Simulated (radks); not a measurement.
Rb5+, 32 electrons, occupied as [Ar] 3d10 4s2 4p2 (the NIST ground configuration). All-electron calculation, scalar-relativistic Kohn-Sham, SCAN, spin-unpolarised, spherical densities, finite nucleus; meta-GGA in the generalised Kohn-Sham scheme; Fermi nuclear charge, rms radius 4.2036 fm. Program: a radial shooting solver on a logarithmic mesh with Libxc functionals. Some entries of the table are withheld. Estimate them.

| orbital | occ. | eigenvalue (hartree) | <r> (bohr) |
|---|---|---|---|
| 1s | 2 | -556.5330 | 0.04030 |
| 2s | 2 | -77.03454 | 0.1776 |
| 2p | 6 | -68.49559 | 0.1551 |
| 3s | 2 | -13.80473 | 0.5085 |
| 3p | 6 | (1) | 0.5167 |
| 3d | 10 | -6.46482 | (2) |
| 4s | 2 | -3.47468 | 1.336 |
| 4p | 2 | -2.76390 | (3) |

Answer. 
(1) 3p eigenvalue (hartree): -11.02943
(2) 3d <r> (bohr): 0.5209
(3) 4p <r> (bohr): 1.464
